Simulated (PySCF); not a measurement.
**Worked example: chemical shift, span and skew from a shielding tensor**

C4H10BN, SMILES C(C)(B(N)C)=C. Atoms are numbered in the order given.

```xyz
16

C      1.6339     0.0669     1.0680
C      0.7877    -0.2429     0.0658
C      1.2015    -1.2157    -1.0149
B     -0.6831     0.3489     0.0421
C     -1.9068    -0.5189    -0.4771
N     -0.8876     1.6654     0.4854
H      1.3421     0.7414     1.8808
H      2.6436    -0.3574     1.1357
H      1.1139    -0.7600    -2.0168
H      0.5405    -2.0997    -1.0201
H      2.2387    -1.5639    -0.8862
H     -2.8847    -0.0199    -0.3746
H     -1.9614    -1.4866     0.0523
H     -1.7714    -0.7677    -1.5456
H     -1.8019     2.1021     0.5383
H     -0.1282     2.2731     0.7762
```
Charge 0, spin multiplicity 1.

The structure is a stationary point at TPSSh-D3(BJ)/def2-SVP. The structure was generated by enumeration, and PubChem lists no compound with its InChIKey, so it may never have been made. The values are those of a single conformer.

GIAO shieldings from PBE/pcSseg-1 (PySCF), non-relativistic, no solvent. The symmetric part of the tensor of C2 has the principal values -99.2, -8.1, 166.3 ppm. The same nucleus in TMS has σ = 182.0 ppm at this level (PySCF, at its B3LYP-D3(BJ)/def2-TZVP geometry).

Question: Work out the isotropic shielding, the ¹³C shift against TMS, the span and the skew.

Answer: 
σ(iso) = (σ11 + σ22 + σ33)/3 = 19.7 ppm. δ = σ(ref) − σ(iso) = 182.0 − (19.7) = 162.3 ppm.
Span Ω = σ33 − σ11 = 265.5 ppm. Skew κ = 3(σ(iso) − σ22)/Ω = 0.31. Tumbling in solution averages the tensor to δ; in a static solid the shielding alone would spread this spin-1/2 line over Ω.
